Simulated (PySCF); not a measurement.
# Diatomic anions of C with the fifth-period p block

PBE0 with double-zeta basis sets in PySCF, for the lowest determinant that a PBE0 search found; no spin–orbit coupling. De refers to high-spin ground-configuration atoms (the charge goes to the atom of lower measured ionisation energy or higher electron affinity, which is not always the lowest computed limit). A positive dipole points towards C; it is taken about the centre of mass and depends on that origin.

```tsv
M	basis	charged atom	state (unpaired electrons)	Re (Å)	ωe (cm⁻¹)	De (eV)	μ (D)
Sb	aug-cc-pVDZ-PP/aug-cc-pVDZ	C−	singlet (closed shell)	1.929	839	4.31	-4.63
Te	aug-cc-pVDZ-PP/aug-cc-pVDZ	Te−	doublet (π ↑)	2.010	683	3.71	-3.85
I	aug-cc-pVDZ/aug-cc-pVDZ-PP	I−	triplet (π ↑↑)	2.259	394	1.63	-4.67
```

The shortest bond is that of SbC⁻ (1.929 Å), the longest that of CI⁻ (2.259 Å). SbC⁻ is bound most strongly (4.31 eV) and CI⁻ least (1.63 eV).

The state changes along the series, so neighbouring rows are not always alike in their bonding.

Spin–orbit coupling is left out, which matters for elements this heavy, above all for dissociation energies. For an ion De counts to the pair picked by the measured ionisation energies or electron affinities, which need not be the lowest pair at this level. The highest Kohn–Sham level is positive in some of these anions. Much of that is self-interaction error, but it also means that the finite basis helps to hold the extra electron. States were picked by a PBE0 search and need not be the measured ground states.
